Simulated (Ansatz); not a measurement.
Ansatz (an electronic-structure program) input (B3LYP-D3(BJ)/def2-TZVP):

Ansatz 0.2 input:
```yaml
crystal:
  periodic: [false, false, false]
  atoms:
    - {symbol: P, position_ang: [1.24949066, -0.00187901, -0.01978108]}
    - {symbol: P, position_ang: [-1.24446580, 0.02702273, 0.00476728]}
    - {symbol: O, position_ang: [0.01533770, 1.11071388, -0.00305329]}
    - {symbol: O, position_ang: [-0.01032691, -1.08535897, -0.01191473]}
basis:
  gaussian:
    orbitals: def2-TZVP
hamiltonian:
  xc: b3lyp
  dispersion: d3bj
relax: {f_tol: 0.002, max_steps: 150}
```

Output:

```
Functional definition: B3LYP
integrals: 0.05 GiB planned
866 factors; their error is unknown
mean field: 0.50 GiB planned
mean field evaluation 1: about -22668.2039 eV, gradient 6.4e1 eV
mean field evaluation 2: about -22648.5402 eV, gradient 1.2e2 eV
mean field evaluation 4: about -22674.6884 eV, gradient 1.3e0 eV
mean field evaluation 8: about -22674.6882 eV, gradient 5.6e-2 eV
mean field evaluation 16: about -22674.7086 eV, gradient 2.7e-5 eV
mean field -22674.70863669 eV, -833.2801729289 hartree, gradient 2.7e-5 eV, S^2 0.000000; 0 other end points of the search recorded, 0 dependent functions left out
the calculation of the forces begins
reference -22674.70883059 eV, -833.2801800545 hartree; 23, 23 occupied and 113, 113 virtual orbitals, 866 factors
relax step   1: F+E_penalty+E_count = -22674.89877705 eV  Δ(F+E_penalty+E_count) = +0.000e0 eV  max|allowed force component| = 3.709e-1 eV/Å  Δτ_max = 0.0000 Å  (28 SCF iters, accepted)
these checks for a lower state are left out or cut short: starts, cluster_reference, orbital_swaps, neighbouring_geometries, increment
integrals: 0.05 GiB planned
866 factors; their error is unknown
mean field: 0.50 GiB planned
mean field -22674.71367176 eV, -833.2803579643 hartree, gradient 2.5e-5 eV, S^2 0.000000; 0 other end points of the search recorded, 0 dependent functions left out
the calculation of the forces begins
reference -22674.71386571 eV, -833.2803650916 hartree; 23, 23 occupied and 113, 113 virtual orbitals, 866 factors
relax step   2: F+E_penalty+E_count = -22674.90388346 eV  Δ(F+E_penalty+E_count) = -5.106e-3 eV  max|allowed force component| = 8.607e-2 eV/Å  Δτ_max = 0.0074 Å  (32 SCF iters, accepted)
these checks for a lower state are left out or cut short: starts, cluster_reference, orbital_swaps, neighbouring_geometries, increment
integrals: 0.05 GiB planned
866 factors; their error is unknown
mean field: 0.50 GiB planned
mean field -22674.71378944 eV, -833.2803622888 hartree, gradient 1.0e-5 eV, S^2 0.000000; 0 other end points of the search recorded, 0 dependent functions left out
the calculation of the forces begins
reference -22674.71398337 eV, -833.2803694156 hartree; 23, 23 occupied and 113, 113 virtual orbitals, 866 factors
relax step   3: F+E_penalty+E_count = -22674.90401782 eV  Δ(F+E_penalty+E_count) = -1.344e-4 eV  max|allowed force component| = 2.281e-2 eV/Å  Δτ_max = 0.0014 Å  (34 SCF iters, accepted)
these checks for a lower state are left out or cut short: starts, cluster_reference, orbital_swaps, neighbouring_geometries, increment
integrals: 0.05 GiB planned
866 factors; their error is unknown
mean field: 0.50 GiB planned
mean field evaluation 32: about -22674.6956 eV, gradient 1.6e-1 eV
mean field -22674.71380069 eV, -833.2803627022 hartree, gradient 5.5e-5 eV, S^2 0.000000; 0 other end points of the search recorded, 0 dependent functions left out
the calculation of the forces begins
reference -22674.71399460 eV, -833.2803698282 hartree; 23, 23 occupied and 113, 113 virtual orbitals, 866 factors
relax step   4: F+E_penalty+E_count = -22674.90403538 eV  Δ(F+E_penalty+E_count) = -1.757e-5 eV  max|allowed force component| = 2.328e-3 eV/Å  Δτ_max = 0.0004 Å  (22 SCF iters, accepted)
these checks for a lower state are left out or cut short: starts, cluster_reference, orbital_swaps, neighbouring_geometries, increment
integrals: 0.05 GiB planned
866 factors; their error is unknown
mean field: 0.50 GiB planned
mean field -22674.71380047 eV, -833.2803626943 hartree, gradient 1.1e-5 eV, S^2 0.000000; 0 other end points of the search recorded, 0 dependent functions left out
the calculation of the forces begins
reference -22674.71399438 eV, -833.2803698203 hartree; 23, 23 occupied and 113, 113 virtual orbitals, 866 factors
relax step   5: F+E_penalty+E_count = -22674.90403551 eV  Δ(F+E_penalty+E_count) = -1.256e-7 eV  max|allowed force component| = 4.901e-5 eV/Å  Δτ_max = 0.0001 Å  (21 SCF iters, accepted)
integrals: 0.05 GiB planned
866 factors; their error is unknown
mean field: 0.50 GiB planned
mean field -22674.71380047 eV, -833.2803626943 hartree, gradient 1.2e-5 eV, S^2 0.000000; 1 other end points of the search recorded, 0 dependent functions left out
the calculation of the forces begins
reference -22674.71399438 eV, -833.2803698203 hartree; 23, 23 occupied and 113, 113 virtual orbitals, 866 factors
Total energy: -22674.90422942 eV, -833.2873608289 hartree
Atom 0 at     1.240341    -0.001752    -0.019683 Å, force    -0.000009    -0.000008     0.000049 eV/Å
Atom 1 at    -1.235322     0.027002     0.004686 Å, force     0.000001    -0.000010     0.000049 eV/Å
Atom 2 at     0.015396     1.118443    -0.003030 Å, force     0.000005    -0.000018    -0.000049 eV/Å
Atom 3 at    -0.010379    -1.093195    -0.011955 Å, force     0.000004     0.000035    -0.000049 eV/Å
Dipole moment:    -0.000000     0.000001    -0.000005 e Å
```
